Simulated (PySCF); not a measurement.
**Correlation energy of Xe⁴³⁺ (xenon, charge +43)**

[Ne] 3s1, 2S determinant. Computed with PySCF 2.14 in an even-tempered Gaussian basis (18 s from 8.4 bohr⁻², ratio 2.5; 12 p from 11 bohr⁻², ratio 2.5; 4 d from 40 bohr⁻², ratio 2.7; 4 f from 60 bohr⁻², ratio 2.7), with scalar relativity by spin-free X2C-1e. Frozen: 1s2; 9 electrons correlated; the 22 highest virtual orbitals of each spin left out.

| level | correlation energy (mhartree) |
| --- | --- |
| CCSD | -336.28 |
| (T) | -0.10 |
| CCSD(T) | -336.38 |

Diagnostics: T1 = 7.2e-05, D1 = 0.0003, largest double amplitude 0.002.

Cost of the coupled-cluster step: of the order of 22 core-seconds, for 9 correlated electrons.

At this charge the one-electron X2C treatment keeps the bare 1/r₁₂, with no two-electron picture change or Breit term. The effect here is smaller than on the frozen 1s shell; and a scalar Hamiltonian misses the large spin-orbit splitting of the p shells, which matters for ns² → np² pairs.
